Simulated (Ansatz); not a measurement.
Molecule: sum formula BeHSBr (charge 0, singlet). SMILES: [Be]([Br])[SH]
Coordinates optimised at B3LYP-D3(BJ)/def2-TZVP (Ansatz, a first-principles code):
```xyz
4

Be    -0.4605     0.4338     0.1403
Br     0.9483    -0.8534    -0.3129
S     -1.8126     1.7019     0.5556
H     -2.3446     0.9031     1.5007
```
Charge 0, spin multiplicity 1.

Q: Give the harmonic wavenumbers at B3LYP-D3(BJ)/def2-TZVP (Ansatz, finite differences of forces, unscaled).

A: 191, 221, 303, 644, 1007, 2657 cm⁻¹. Zero-point energy 7.2 kcal/mol.

Q: From these and the geometry, give the ideal-gas thermochemistry at 298.15 K and 1 atm (rigid rotor, harmonic oscillator).

A: Point group Cs, rotational symmetry number 1. Rotational constants 286, 1.424, 1.417 GHz. S(trans) 40.31, S(rot) 23.84, S(vib) 6.04, S(elec, spin only) 0.00, S 70.2 cal/(mol K). H(298) - H(0) 3.43 kcal/mol; G - E(el) -10.3 kcal/mol.
